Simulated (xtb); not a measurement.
Zn(SH) (HSZn), SMILES [SH][Zn+], charge +1. All values are semi-empirical tight-binding results from xtb (GFN2-xTB unless named), good for trends rather than for accurate numbers. Geometry optimised at GFN2-xTB. The multiplicity is an assumed one; other spin states were not compared. The isomer is the one that the SMILES or the coordinates give; other isomers of the formula were not compared.

Optimised geometry:

Bond lengths (Å): Zn1–S2 2.177, S2–H3 1.352. Angles (°): Zn1–S2–H3 94.7.
Charge +1, spin multiplicity 1.

For metal compounds this method's bond lengths and energies can be far off.

Problem. Estimate the properties. (An estimate is asked for; the answer gives what the named calculation found.)

Solution. 
- point group as xtb finds it = Cs
- orbital gap = 0.93 eV
- zero-point energy = 4.6 kcal/mol
- G − E(el) at 298.15 K (modified RRHO) = -11.4 kcal/mol

Computed atomic charges and the Wiberg bond orders between heavy atoms:
charges (e) Zn1 0.45, S2 0.29, H3 0.26. Bond orders Zn1–S2 1.34.
